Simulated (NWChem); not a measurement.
System: BeO; SMILES [Be]=[O]

```xyz
2

Be     0.0000     0.0000    -0.8849
O      0.0000     0.0000     0.4534
```
Atoms are numbered in this order, from 1.

Coordinates come from a PBE0/def2-SVP optimisation.

Q: Give the principal values of the shielding tensors (ppm) of Be1, O2 from PBE0/pcSseg-1, GIAO (NWChem), with their diamagnetic and paramagnetic parts as GIAO splits them.

A: 
```tsv
atom	σ11	σ22	σ33	isotropic	diamagnetic	paramagnetic
Be1	51.9	51.9	158.4	87.4	150.2	-62.8
O2	213.5	213.5	408.7	278.6	395.7	-117.1
```
